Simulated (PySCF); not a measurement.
# How methods differ on the excitation energy of Rh

Rh [Kr] 4d8 5s1 (4F) → Rh [Kr] 4d7 5s2 (4F), as a difference of total energies. Computed with PySCF 2.14 in ANO-RCC-VTZP (7s6p4d2f1g, 68 functions), with the spin-free X2C one-electron Hamiltonian (Gaussian nucleus). Correlated levels: valence: [Kr] frozen; valence and next inner shell: [Ar] 3d10 frozen. The calculations carry no spin-orbit coupling.

```csv
method,excitation energy (eV)
UHF,1.308
LDA,2.009
PBE,2.017
PBE0,1.948
r2SCAN,1.976
r2SCAN0,1.881
BP86,2.019
SCS-MP2 (valence),1.746
MP2 (valence and next inner shell),1.761
SCS-MP2 (valence and next inner shell),1.605
```

Problem. Estimate what wB97X-V gives.

Solution. 1.904 eV, closest to r2SCAN0 among the rows shown.

Problem. Estimate what MP2 (valence) gives.

Solution. 1.817 eV, closest to MP2 (valence and next inner shell) among the rows shown.

A first-order spin-orbit estimate (lowest level to lowest level, LS coupling) adds -0.020 eV.
